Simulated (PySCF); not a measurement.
**`InChI=1S/C4H4F2O/c1-7-4(6)2-3-5/h3H,1H3`**

Geometry (Å), atoms numbered from 1 in this order:
```xyz
11

C    -1.621   -0.603   -0.152
O    -1.230    0.087    1.013
C     0.038    0.465    1.080
F     0.240    1.108    2.212
C     0.993    0.258    0.197
C     1.944    0.042   -0.670
F     2.226    0.866   -1.682
H    -2.690   -0.820   -0.043
H    -1.056   -1.544   -0.259
H    -1.451    0.015   -1.049
H     2.611   -0.830   -0.671
```

The calculation used PySCF, TDDFT CAM-B3LYP/def2-TZVPD circular dichroism and optical rotation, one conformer, gas phase. Geometry: PBE0-D3(BJ)/def2-SVP.

No stereocentre is labelled: unless the shape is locked (an allene, a helicene, a hindered biaryl), the mirror image is equally populated and a measured rotation or CD is zero.

(1) What is the specific rotation at 633, 589.3, 546, 436, 405, 365, 355 nm?

(2) And for the mirror image at 589.3 nm?

(3) What is the molar rotation [Φ] = [α]·M/100 of the geometry above at 589.3 nm?

Answers

(1) [α] in deg dm⁻¹ (g/mL)⁻¹:
| λ (nm) | origin-invariant length gauge | modified velocity gauge | length gauge (centre of mass) | isotropic polarisability (au) |
| --- | --- | --- | --- | --- |
| 633 | +94.5 | +94.1 | +94.9 | 60.7 |
| 589.3 | +111.6 | +111.0 | +112.0 | 61.0 |
| 546 | +133.8 | +133.0 | +134.3 | 61.4 |
| 436 | +236.8 | +235.2 | +237.6 | 62.9 |
| 405 | +290.5 | +288.3 | +291.4 | 63.6 |
| 365 | +396.1 | +392.8 | +397.3 | 64.9 |
| 355 | +432.8 | +429.0 | +434.0 | 65.3 |

(2) -111.6 deg dm⁻¹ (g/mL)⁻¹ (origin-invariant length gauge): the same size and the opposite sign.

(3) With M = 106.07 g/mol, +118.4 deg cm² dmol⁻¹ (origin-invariant length gauge).

The first excitation lies at 5.00 eV (248 nm) with R = +0.5 × 10⁻⁴⁰ esu² cm² (velocity form).
